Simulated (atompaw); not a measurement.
## Reading a pseudo-wave (Fe (Z = 26))

Columns: radius, all-electron u(r) and pseudo u(r) of the 4p shell (level -1.33 eV) of iron in the configuration [Ne] 3s2 3p6 3d6 4s2 4p0; PBE, scalar-relativistic, PAW (atompaw) scheme, atompaw 4.2.0.5.

```json
{"r (bohr)": "0.056", "all-electron": "0.0509", "pseudo": "-0.0078"}
{"r (bohr)": "0.112", "all-electron": "0.0960", "pseudo": "-0.0306"}
{"r (bohr)": "0.167", "all-electron": "0.0958", "pseudo": "-0.0654"}
{"r (bohr)": "0.223", "all-electron": "0.0617", "pseudo": "-0.1105"}
{"r (bohr)": "0.279", "all-electron": "0.0113", "pseudo": "-0.1613"}
{"r (bohr)": "0.335", "all-electron": "-0.0418", "pseudo": "-0.2133"}
{"r (bohr)": "0.390", "all-electron": "-0.0883", "pseudo": "-0.2612"}
{"r (bohr)": "0.446", "all-electron": "-0.1259", "pseudo": "-0.3027"}
{"r (bohr)": "0.502", "all-electron": "-0.1524", "pseudo": "-0.3336"}
{"r (bohr)": "0.558", "all-electron": "-0.1677", "pseudo": "-0.3514"}
{"r (bohr)": "0.613", "all-electron": "-0.1729", "pseudo": "-0.3551"}
{"r (bohr)": "0.669", "all-electron": "-0.1697", "pseudo": "-0.3450"}
{"r (bohr)": "0.725", "all-electron": "-0.1594", "pseudo": "-0.3220"}
{"r (bohr)": "0.781", "all-electron": "-0.1435", "pseudo": "-0.2881"}
{"r (bohr)": "0.837", "all-electron": "-0.1233", "pseudo": "-0.2462"}
{"r (bohr)": "0.892", "all-electron": "-0.1005", "pseudo": "-0.2000"}
{"r (bohr)": "0.948", "all-electron": "-0.0750", "pseudo": "-0.1509"}
{"r (bohr)": "1.004", "all-electron": "-0.0482", "pseudo": "-0.1023"}
{"r (bohr)": "1.060", "all-electron": "-0.0206", "pseudo": "-0.0562"}
{"r (bohr)": "1.115", "all-electron": "0.0067", "pseudo": "-0.0146"}
{"r (bohr)": "1.171", "all-electron": "0.0345", "pseudo": "0.0234"}
{"r (bohr)": "1.227", "all-electron": "0.0620", "pseudo": "0.0572"}
{"r (bohr)": "1.283", "all-electron": "0.0889", "pseudo": "0.0873"}
{"r (bohr)": "1.338", "all-electron": "0.1145", "pseudo": "0.1142"}
{"r (bohr)": "1.394", "all-electron": "0.1398", "pseudo": "0.1398"}
{"r (bohr)": "1.450", "all-electron": "0.1641", "pseudo": "0.1641"}
```

Question: How many radial nodes do the two functions have?

Answer: The all-electron 4p function has n − l − 1 = 2; the pseudo-wave has 1, since 1 lower shell of the same l stays in the valence.

Question: Is the pseudo-wave norm-conserving?

Answer: No, it belongs to a PAW set: the norm inside the radius is not constrained, and the difference is carried by the augmentation charge.
